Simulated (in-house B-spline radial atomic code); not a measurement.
# Hf IV (Hf3+): 1s1 2s2 2p6 3s2 3p6 3d10 4s2 4p6 4d10 4f14 5s2 5p6 5d2 (with a hole in an inner shell)

Level of theory: Dirac-Hartree-Fock, average of configuration, Fermi nucleus of rms radius 5.347 fm; calculated with a B-spline radial code for spherical atoms.

Effective charges: Z_r = [3n² - l(l+1)]/(2<r>) from the radius, Z_e = n√(-2ε) from the energy, and Slater's rules. Values are occupation-weighted means over j. An effective charge above Z reflects the relativistic contraction of the inner shells.

```tsv
shell	electrons	ε (eV)	<r> (bohr)	Z_r	Z_e	Slater
1s	1	-66959	0.01894	79.19	70.15	72.00
2s	2	-11689	0.07889	76.06	58.62	68.70
2p	6	-10399	0.07032	71.10	55.29	68.70
3s	2	-2761.9	0.205	65.85	42.74	61.75
3p	6	-2356.5	0.204	61.28	39.48	61.75
3d	10	-1830.9	0.1856	56.58	34.80	51.85
4s	2	-615.99	0.4616	51.99	26.91	45.25
4p	6	-477.37	0.4871	47.22	23.69	45.25
4d	10	-283.79	0.5238	40.09	18.27	33.85
5s	2	-113.77	1.121	33.46	14.46	15.35
5p	6	-76.089	1.286	28.39	11.82	15.35
4f	14	-68.727	0.6252	28.79	8.99	22.45
5d	2	-34.517	1.84	18.75	7.96	4.65
```

The least bound orbital is 5d5/2 at -34.25 eV, and it is also the most diffuse (<r> = 1.858 bohr). The part-filled 1s shell lies below the filled 4f shell in orbital energy.

Spin-orbit splittings of the orbital energies (j = l + 1/2 above j = l - 1/2 when positive): 2p 1253 eV, 3p 274 eV, 3d 60.1 eV, 4p 63.69 eV, 4d 12.14 eV, 5p 9.235 eV, 4f 2.178 eV, 5d 0.6596 eV.

For the 1s electron the small component carries 7.37 % of the norm, the zero-frequency Breit interaction raises the level by 80.13 eV, self-energy by 138.5 eV, and vacuum polarisation lowers it by 25.44 eV.
